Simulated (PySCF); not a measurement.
Gas-phase reaction: GeCl3 + 2 HCl ⇌ GeH2 + 5 Cl

Computed with PySCF and rigid-rotor harmonic-oscillator thermochemistry at 1 bar. † marks an energy on the PBE0/def2-TZVP geometry and frequencies; other levels use their own. MP2 and CCSD(T) freeze the core. 6-31G* has spherical d functions here. Open shells (unrestricted): GeCl3 (multiplicity 2), Cl (multiplicity 2, electronic degeneracy 6); the rest are closed-shell singlets. Spin-orbit splitting is ignored; it lowers the true energy and changes the entropy of Cl. Ge: all electrons, no relativistic terms. GeCl3, GeH2: computed as isolated molecules; such fragments, hydroxides, amides, oligomers or adducts are transient or little studied in the gas. MP2 isn't extrapolated to the basis-set limit; its ΔH°(298 K) is 1217.6 kJ in def2-SVP and 1343.9 kJ in def2-TZVPP. CCSD(T) isn't extrapolated to the basis-set limit. The harmonic model lacks anharmonicity and excited electronic states, which grow with temperature; levels with a mode under 35 cm⁻¹ are left out.

ΔH° and ΔS° at 298 K: BLYP/def2-TZVP† 1228 kJ, 352 J/K; CCSD(T)/def2-SVP† 1147 kJ, 352 J/K; HF/6-31G* 836 kJ, 355 J/K; MP2/def2-SVP† 1218 kJ, 352 J/K; MP2/def2-TZVPP† 1344 kJ, 352 J/K.

Task: With the heat capacities included, give log10 K (1 bar) at 500, 800, 1200, 2000, 2500 K from BLYP/def2-TZVP†, CCSD(T)/def2-SVP†, HF/6-31G*, MP2/def2-SVP†, MP2/def2-TZVPP†.

Result: 
```csv
T (K),BLYP/def2-TZVP†,CCSD(T)/def2-SVP†,HF/6-31G*,MP2/def2-SVP†,MP2/def2-TZVPP†
500,-109.9,-101.4,-68.7,-108.8,-122.0
800,-61.7,-56.4,-35.9,-61.0,-69.3
1200,-34.9,-31.3,-17.6,-34.4,-39.9
2000,-13.3,-11.2,-2.9,-13.1,-16.4
2500,-6.8,-5.1,1.5,-6.6,-9.3
```
